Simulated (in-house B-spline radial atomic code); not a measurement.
How numerical settings move a run on Kr3+, [Ar] 3d10 4s2 4p3. Computed with an all-electron radial atomic-structure program (B-spline basis): non-relativistic RPBE, spin-polarised, spherical fractional occupations, point nucleus.

Command:
```bash
python run_scf.py task.json out
```
Settings of the sound reference run:
```
Z                36
electrons        33
configuration    [Ar] 3d10 4s2 4p3
hamiltonian      nr
method           rpbe,pbe
spin_polarised   True
knot_spacing     0.22
spline_order     8
gauss_points     12
box_radius       16.22
max_iterations   70
damping          0.5
damped_steps     3
diis_vectors     10
tolerance        1e-08
start            Thomas-Fermi
```

Time taken, with all properties: 0.18 s on 1 thread of Intel(R) Xeon(R) 6975P-C, with other jobs on the host.

It converges in 9 iterations to -2750.949351 hartree, with 4p up at -44.6112 eV. The other runs change the listed settings, some to values that make no sense; their results aren't properties of the atom or ion. Radii are in bohr (the nuclear one in fm), a minus after a letter asks for a j subshell, and «unchanged» means within 1e-8 hartree. The run stops when the residual is below 10 × tolerance × max(1, Z/10), or a noise floor if that is larger, and the energy moves by less than 1e-8 × √|E| hartree; so very loose and very tight tolerances often act alike.

```tsv
changed settings	outcome
knot_spacing = 1	converged in 9 iterations, energy +7.37e+00 hartree from the reference, 4p up level -1.1e-01 eV (the program warns: 3s up reaches the box edge; 3s down reaches the box edge)
knot_spacing = 0.75	converged in 9 iterations, energy +1.74e+00 hartree from the reference, 4p up level +1.2e-02 eV (the program warns: 3s up reaches the box edge; 3s down reaches the box edge)
diis_vectors = 1	not converged after 70 iterations, last residual 1.5e-05, last energy +3.70e-09 hartree from the reference
electrons = 37, configuration = [Ar] 3d10 4s2 4p7, max_iterations = 75	stopped with error: shell 4p holds at most 3 electrons (per spin)
electrons = 34, configuration = [Ar] 3d10 4s2 4p3 1f1, max_iterations = 75	stopped with error: there is no 1f shell
first_knot = 2.78e-06, max_iterations = 60, damped_steps = 1, start = bare nucleus	converged in 9 iterations, energy -3.63e-06 hartree from the reference, 4p up level +2.5e-04 eV
knot_spacing = 0.3	converged in 9 iterations, energy +2.15e-05 hartree from the reference, 4p up level +1.5e-04 eV
knot_spacing = 0.55	converged in 9 iterations, energy +5.17e-02 hartree from the reference, 4p up level +6.3e-04 eV
knot_spacing = 2	converged in 10 iterations, energy +1.82e+02 hartree from the reference, 4p up level -2.2e+00 eV (the program warns: 4p up reaches the box edge; 1s up reaches the box edge)
knot_spacing = 2, box_radius = 0.65, max_iterations = 75, damping = 0.2	converged in 7 iterations, energy +5.06e+02 hartree from the reference, 4p up level +2.0e+03 eV (the program warns: 4p up has a positive eigenvalue: unbound, held by the box; 3s up has a positive eigenvalue: unbound, held by the box)
diis_vectors = 2	converged in 10 iterations, energy unchanged, 4p up level +3.7e-06 eV
knot_spacing = 0.1	converged in 9 iterations, energy -6.20e-06 hartree from the reference, 4p up level +1.2e-04 eV
max_iterations = 8	not converged after 8 iterations, last residual 2.7e-06, last energy -3.00e-10 hartree from the reference
knot_spacing = 0.15	converged in 9 iterations, energy -6.04e-06 hartree from the reference, 4p up level +1.1e-04 eV
diis_vectors = 4	converged in 9 iterations, energy unchanged, 4p up level +7.6e-07 eV
diis_vectors = 0	converged in 18 iterations, energy unchanged, 4p up level -1.4e-06 eV
knot_spacing = 0.4	converged in 9 iterations, energy +5.16e-04 hartree from the reference, 4p up level -6.9e-04 eV
```

Question: What happens with knot_spacing = 2, max_iterations = 100, diis_vectors = 20, start = bare nucleus?

Answer: Converged in 11 iterations, energy +1.82e+02 hartree from the reference, 4p up level -2.2e+00 eV (the program warns: 4p up reaches the box edge; 1s up reaches the box edge).

Question: What happens with diis_vectors = 20?

Answer: Converged in 9 iterations, energy unchanged.

Question: What happens with max_iterations = 5?

Answer: Not converged after 5 iterations, last residual 1.3e-03, last energy +2.83e-05 hartree from the reference.

Question: What happens with max_iterations = 2?

Answer: Not converged after 2 iterations, last residual 2.4e-01, last energy +1.02e+00 hartree from the reference.
